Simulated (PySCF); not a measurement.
State search for CrH

Unrestricted PBE0; PySCF, spin-free X2C with a Gaussian nucleus, basis sets Cr x2c-TZVPPall, H x2c-TZVPPall. Outer shells of the fragments: Cr 3d5 4s1; H 1s1.

Followed along the bond (rough minima from three points):

| 2Ms+1 | unpaired | ⟨S²⟩ at the start | R at minimum (Å) | Te (eV) |
| --- | --- | --- | --- | --- |
| 6 | σ ↑, π ↑↑, δ ↑↑ | 8.79 | 1.65 | 0.00 |
| 4 | σ ↓, π ↑↑, δ ↑↑ | 4.76 | 1.63 | 1.43 |
| 2 | σ ↓, π ↑↑, δ ↑↓ | 2.75 | 1.62 | 2.33 |

Solutions found at the starting distance of 1.485 Å, counted from the lowest of them; the search is not exhaustive and high or unbound solutions are not listed, so other states can lie among these:

| 2Ms+1 | unpaired | term | E (eV) | ⟨S²⟩ | ⟨Lz²⟩ | μ (D) |
| --- | --- | --- | --- | --- | --- | --- |
| 6 | σ ↑, π ↑↑, δ ↑↑ | ⁶Σ⁺ | 0.00 | 8.79 | 0.00 | -2.71 |
| 4 | σ ↓, π ↑↑, δ ↑↑ | mixed | 1.39 | 4.76 | 0.00 | -1.42 |
| 4 | π ↑, δ ↑↑ | mixed | 2.04 | 4.11 | 1.11 | -1.48 |
| 4 | π ↑↑, δ ↑ | ⁴Δ | 2.04 | 4.04 | 4.00 | -1.47 |
| 6 | σ ↑↑, π ↑, δ ↑↑ | ⁶Π | 2.19 | 8.75 | 1.00 | -0.13 |
| 2 | σ ↓, π ↑↑, δ ↑↓ | mixed | 2.28 | 2.75 | 8.01 | -2.36 |
| 6 | σ ↑↑, π ↑↑, δ ↑ | ⁶Δ | 2.31 | 8.75 | 4.00 | -0.18 |
| 2 | π ↑, δ ↑↓ | mixed | 2.95 | 1.82 | 8.71 | -2.37 |
| 2 | σ ↓, π ↑↑ | mixed | 3.15 | 1.76 | 8.00 | -2.42 |
| 2 | π ↑↑, δ ↓ | mixed | 3.24 | 1.77 | 4.00 | -1.97 |
| 6 | π ↑↑↑, δ ↑↑ | ⁶Π | 3.39 | 8.79 | 1.01 | -2.04 |
| 2 | σ ↓, π ↑, δ ↑ | mixed | 3.40 | 1.76 | 5.96 | -2.39 |
| 4 | π ↑↑, δ ↑ | ⁴Δ | 3.50 | 3.77 | 4.02 | -3.48 |
| 2 | σ ↓, π ↑, δ ↑ | mixed | 3.51 | 1.72 | 5.12 | -1.94 |

A term symbol is given only where ⟨S²⟩ and ⟨Lz²⟩ are close to those of a pure state; real π, δ and φ orbitals otherwise mix terms. A positive dipole means Cr(−)H(+).

The state is the lowest single determinant that the PBE0 search found; with open d or f shells the true ground state can be another one.
